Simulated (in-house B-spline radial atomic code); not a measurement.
How numerical settings move a run on V⁺, [Ar] 3d4. Computed with a B-spline radial code for spherical atoms: scalar-relativistic (X2C) M06-L, spherical fractional occupations, Fermi nucleus of rms radius 3.6002 fm.

Command:
```bash
python run_scf.py task.json out
```
Settings of the sound reference run:
```
Z                23
electrons        22
configuration    [Ar] 3d4
hamiltonian      x2c
method           m06l
spin_polarised   False
nucleus          fermi
rms_radius       3.6002
mass_number      51
atomic_mass      50.94396
speed_of_light   137.036
knot_spacing     0.22
spline_order     8
gauss_points     12
box_radius       35.29
max_iterations   70
damping          0.5
damped_steps     3
diis_vectors     10
tolerance        1e-08
start            Thomas-Fermi
```

Time taken, with all properties: 0.95 s on 1 thread of Arm Neoverse N1, with other jobs on the host.

It converges in 56 iterations to -948.754517 hartree, with 3d at -8.3267 eV. The other runs change the listed settings, some to values that make no sense; their results aren't properties of the atom or ion. Radii are in bohr (the nuclear one in fm), a minus after a letter asks for a j subshell, and «unchanged» means within 1e-8 hartree. The run stops when the residual is below 10 × tolerance × max(1, Z/10), or a noise floor if that is larger, and the energy moves by less than 1e-8 × √|E| hartree; so very loose and very tight tolerances often act alike.

| changed settings | outcome |
| --- | --- |
| knot_spacing = 0.3, box_radius = 5.29, max_iterations = 50, damped_steps = 8, diis_vectors = 2 | converged in 14 iterations, energy +1.36e-02 hartree from the reference, 3d level +6.7e-01 eV (the program warns: 3d reaches the box edge; states collapsed into the nucleus by a negative tau potential were left out of the aufbau) |
| diis_vectors = 4 | converged in 60 iterations, energy unchanged, 3d level -6.2e-06 eV (the program warns: states collapsed into the nucleus by a negative tau potential were left out of the aufbau) |

Question: What happens with knot_spacing = 0.1, spline_order = 6, first_knot = 0.13, max_iterations = 100, tolerance = 1e-05?

Answer: Converged in 8 iterations, energy +8.33e-01 hartree from the reference, 3d level -1.4e-03 eV.

Question: What happens with hamiltonian = dirac, method = hf, spin_polarised = True?

Answer: Stopped with error: spin polarisation is not served with the Dirac Hamiltonian.
